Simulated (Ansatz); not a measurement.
# A ladder of methods for CuF (fluorocopper)

CuF has 2 atoms, charge 0, and is taken as a singlet. As SMILES, `[F][Cu]`. The coordinates come from a PBE0-D4/def2-TZVP relaxation.

```xyz
2

F     0.7510   -0.2689    0.3771
Cu   -0.7510    0.2689   -0.3771
```

Each level gives the energy change with the F1–Cu2 bond stretched from 1.765 to 4.412 Å (eV). The values are calculated.

```csv
level,kind,program,value (eV),CPU time (all runs)
HF/STO-3G (restricted),Hartree–Fock,Ansatz,9.26,0.45 s
SVWN5/STO-3G (restricted),LDA,Ansatz,6.86,28 s
BLYP/STO-3G (restricted),GGA,Ansatz,6.59,66 s
B3LYP/STO-3G (restricted),global hybrid,Ansatz,7.93,17 s
r2SCAN0/STO-3G (restricted),hybrid meta-GGA,Ansatz,8.09,33 s
HSE06/STO-3G (restricted),range-separated hybrid,Ansatz,7.89,19 s
B2PLYP/STO-3G (restricted),double hybrid,Ansatz,5.67,11 s
MP2/STO-3G (restricted),perturbation theory,Ansatz,3.76,1.2 s
```

The first shape isn't each level's own minimum. The values span 3.76 to 9.26 eV. All rows use very small basis sets, so even the best lies far from the true value. Times are those of the runs behind each value, whatever else they computed, on shared processors of several kinds: orders of magnitude only.
